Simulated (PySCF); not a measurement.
## Au: ionisation energy

Au [Xe] 4f14 5d10 6s1 (2S) → Au⁺ [Xe] 4f14 5d10 (1S), as a difference of total energies. Calculation: PySCF 2.14, in def2-QZVPPD with the def2 core potential (60 electrons) (7s5p4d4f2g, 88 functions); a scalar-relativistic core potential. Correlated levels: valence and next inner shell: nothing frozen outside the core potential. The calculations carry no spin-orbit coupling.

```json
{"method": "UHF", "ionisation energy (eV)": "7.686"}
{"method": "MP2 (valence and next inner shell)", "ionisation energy (eV)": "9.324"}
{"method": "SCS-MP2 (valence and next inner shell)", "ionisation energy (eV)": "9.075"}
{"method": "CCSD (valence and next inner shell)", "ionisation energy (eV)": "8.972"}
{"method": "CCSD(T) (valence and next inner shell)", "ionisation energy (eV)": "9.105"}
```

Question: How much does correlation contribute at CCSD(T) (valence and next inner shell)?

Answer: 9.105 − (7.686) = 1.419 eV, measured against UHF.

Errors of the correlated levels include the incompleteness of this basis.

For comparison: 9.226 eV (measured; NIST Atomic Spectra Database, ionization energies).
